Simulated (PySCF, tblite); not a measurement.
Isomers of C6H11B. All values are computed: GFN2-xTB (tblite) harmonic vibrations without scaling, gas phase. Against measured fundamentals such values can be off by several per cent, at times by over 20. Modes of hydrogen on boron can be 10 to 20 % off. One conformer each.

Electronic energies: PBE0-D3(BJ)/def2-SVP at its own geometries (PySCF, gas phase).

```csv
SMILES,"electronic energy, lowest = 0 (kcal/mol)"
C=CCBC(=C)C,12.5
B[C@@H]1C=CCCC1,0.0
B[C@@H]1C[C@H]1C1CC1,23.2
```

How do GFN2-xTB zero-point energies change the relative energies?

| SMILES | ZPE (kcal/mol) | of it from modes above 1550 cm⁻¹ | electronic (kcal/mol) | with ZPE, lowest = 0 (kcal/mol) | lowest mode (cm⁻¹) | rings |
| --- | --- | --- | --- | --- | --- | --- |
| B[C@@H]1C=CCCC1 | 96.0 | 48.2 | 0.0 | 0.0 | 94 | 1 |
| C=CCBC(=C)C | 94.3 | 52.1 | 12.5 | 10.8 | 20 | 0 |
| B[C@@H]1C[C@H]1C1CC1 | 95.7 | 47.1 | 23.2 | 22.9 | 53 | 2 |

The zero-point energies span 1.7 kcal/mol, from `C=CCBC(=C)C` to `B[C@@H]1C=CCCC1`. The order is unchanged.

And how do the electronic energies of GFN2-xTB itself compare?

`B[C@@H]1C=CCCC1` 0.0; `C=CCBC(=C)C` 33.3; `B[C@@H]1C[C@H]1C1CC1` 16.1 kcal/mol, lowest = 0. Against the energies above, taken from the same isomer `B[C@@H]1C=CCCC1`, the largest difference is 20.8 kcal/mol. The two levels were optimised apart and needn't hold the same conformer.
